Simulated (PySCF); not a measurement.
## Copper: highly charged ions in a basis for the neutral atom

Cu¹⁷⁺ [Ne] 3s2, Cu¹⁸⁺ [Ne] 3s1. Calculation: PySCF 2.14, in x2c-SVPall (5s3p3d1f, 36 functions); scalar relativity by spin-free X2C-1e. No spin-orbit coupling, so a gap to NIST mixes the basis error with missing relativistic terms.

Changed run: basis of the neutral atom used for a highly charged ion. This setting is unsound on purpose.

```csv
species,method,sound run (hartree),changed run (hartree),converged
Cu¹⁷⁺,UHF,not run,-1502.97569,yes
Cu¹⁷⁺,BP86,not run,-1503.63037,yes
Cu¹⁷⁺,r2SCAN,not run,-1503.44324,yes
Cu¹⁸⁺,UHF,not run,-1480.45307,yes
Cu¹⁸⁺,BP86,not run,-1481.01231,yes
Cu¹⁸⁺,r2SCAN,not run,-1480.89439,yes
```

Ionisation energy of Cu¹⁷⁺:

| method | changed run (eV) | NIST (eV) |
| --- | --- | --- |
| UHF | 612.87 | 632.5 ± 0.6 |
| BP86 | 615.47 | 632.5 ± 0.6 |
| r2SCAN | 613.59 | 632.5 ± 0.6 |

The contracted functions were made for the neutral atom and can be too rigid for a highly charged ion.
